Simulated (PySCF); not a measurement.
**Assigning NMR signals**

Molfile (atoms numbered from 1):
```
C5H9O2P
     RDKit          3D

 17 17  0  0  0  0  0  0  0  0999 V2000
    0.7374   -2.3235    1.0339 O   0  0  0  0  0  0  0  0  0  0  0  0
    0.3658   -1.4490    0.2951 C   0  0  0  0  0  0  0  0  0  0  0  0
   -1.0971   -1.0931    0.1249 C   0  0  0  0  0  0  0  0  0  0  0  0
   -1.3809    0.3127    0.6619 C   0  0  0  0  0  0  0  0  0  0  0  0
   -0.3862    1.4588   -0.3627 P   0  0  0  0  0  5  0  0  0  0  0  0
   -0.7738    1.5071   -1.7729 O   0  0  0  0  0  0  0  0  0  0  0  0
    1.3126    0.8453   -0.0611 C   0  0  0  0  0  0  0  0  0  0  0  0
    1.3268   -0.6137   -0.5259 C   0  0  0  0  0  0  0  0  0  0  0  0
   -1.3439   -1.1132   -0.9405 H   0  0  0  0  0  0  0  0  0  0  0  0
   -1.7060   -1.8346    0.6468 H   0  0  0  0  0  0  0  0  0  0  0  0
   -2.4400    0.5545    0.5456 H   0  0  0  0  0  0  0  0  0  0  0  0
   -1.1124    0.3943    1.7151 H   0  0  0  0  0  0  0  0  0  0  0  0
   -0.4510    2.6858    0.2998 H   0  0  0  0  0  0  0  0  0  0  0  0
    2.0163    1.4368   -0.6516 H   0  0  0  0  0  0  0  0  0  0  0  0
    1.5784    0.9261    0.9929 H   0  0  0  0  0  0  0  0  0  0  0  0
    1.0166   -0.6462   -1.5741 H   0  0  0  0  0  0  0  0  0  0  0  0
    2.3302   -1.0361   -0.4370 H   0  0  0  0  0  0  0  0  0  0  0  0
  1  2  2  0
  2  3  1  0
  3  4  1  0
  4  5  1  0
  5  6  2  0
  5  7  1  0
  7  8  1  0
  8  2  1  0
  3  9  1  0
  3 10  1  0
  4 11  1  0
  4 12  1  0
  5 13  1  0
  7 14  1  0
  7 15  1  0
  8 16  1  0
  8 17  1  0
M  END
```

PySCF 2.14.0 with density-fitted response routines calculation with structure optimised with GFN2-xTB and NMR shieldings at PBE0/pcSseg-1/GIAO; relativity neglected, single conformer, no solvent, rapidly exchanging positions averaged.

Scale: 13C (σ = 186.93 ppm), 1H (σ = 31.72 ppm) against TMS (reference shieldings calculated alike).

(1) Assign these signals to the numbered atoms. 13C{1H} NMR (computed): δ 213.8, 38.4, 34.1.

(2) Assign these signals to the numbered atoms. 1H NMR (500 MHz, computed): δ 7.38 (m, 1H), 3.40 (m, 2H), 2.47 (m, 2H), 2.34 (m, 2H), 1.57 (m, 2H).

## Answers

(1) 
```tsv
δ (ppm)	atoms	environment	reason
213.8	C2	ketone carbonyl carbon	the double bond to the heteroatom, with no lone-pair donor beside it, deshields it most
38.4	C3/C8	sp3 CH2 α to a carbonyl	α to the electron-withdrawing carbonyl group
34.1	C4/C7	sp3 CH2 bonded to P	–
```

(2) 
| δ (ppm) | atoms | environment | reason |
| --- | --- | --- | --- |
| 7.38 | H13 | hydrogen on a phosphorus bonded to 2 C, O, in a 6-membered ring | – |
| 3.40 | H9/H16 | hydrogen on an sp3 CH2 α to a carbonyl | – |
| 2.47 | H10/H17 | hydrogen on an sp3 CH2 α to a carbonyl | α to C=O |
| 2.34 | H11/H14 | hydrogen on an sp3 CH2 bonded to P | – |
| 1.57 | H12/H15 | hydrogen on an sp3 CH2 bonded to P | – |

Splittings by 31P in the carbon and heteronuclear signals aren't shown, as no couplings were computed. Shifts are as computed. Against solution values, carbons near 30 ppm lie about +3 ppm off and those near 130 ppm about +5 ppm. Of 1211 compounds with measured shifts, 218 miss one by over three times the rms of a fit or turn the order of signals round; such compounds aren't used in these exercises. Multiplicities follow the n + 1 count of equivalent neighbours, as no J values were calculated; m marks all less simple cases, F and P coupling included.
